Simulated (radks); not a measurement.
The cerium ion Ce+ inside a hard spherical wall (all orbitals vanish at R), configuration held at [Xe] 4f1 5d2 and not refilled when levels cross. Calculated with a radial shooting solver on a logarithmic mesh with Libxc functionals: scalar-relativistic Kohn-Sham, LDA (Slater exchange, VWN5 correlation), spin-unpolarised, spherical densities, point nucleus. Eigenvalues in eV, with the zero of energy where the potential of the charges vanishes at infinity; a dash marks a level that is unbound or too diffuse for the functional's potential to be trusted. A positive occupied level is held by the wall or, in an anion where self-interaction has pushed it up, behind a barrier. The pressure on the wall is -dE/dV.

R (bohr)	E (hartree)	kinetic (hartree)	e(5s)	e(5p)	e(4f)	e(6s, empty)	e(5d)	e(6p, empty)	pressure (GPa)
free	-8853.6711	9382.114	-44.711	-27.387	-9.577	-7.867	-7.409	-4.921	0
20	-8853.6711	9382.114	-44.711	-27.387	-9.577	-7.867	-7.409	-4.921	< 0.0001
10	-8853.6709	9382.117	-44.688	-27.366	-9.554	-7.838	-7.389	-4.787	0.00662
8	-8853.6686	9382.134	-44.549	-27.233	-9.412	-7.610	-7.257	-4.206	0.109
7	-8853.6630	9382.169	-44.321	-27.018	-9.176	-7.161	-7.020	-3.310	0.447
3	-8851.7333	9391.402	-31.114	-12.868	6.369	43.001	14.184	59.899	974
2.5	-8848.3077	9405.562	-17.493	3.243	20.576	94.680	36.549	117.67	4300
2	-8836.9777	9446.800	19.285	46.626	50.731	217.36	92.322	249.44	23700
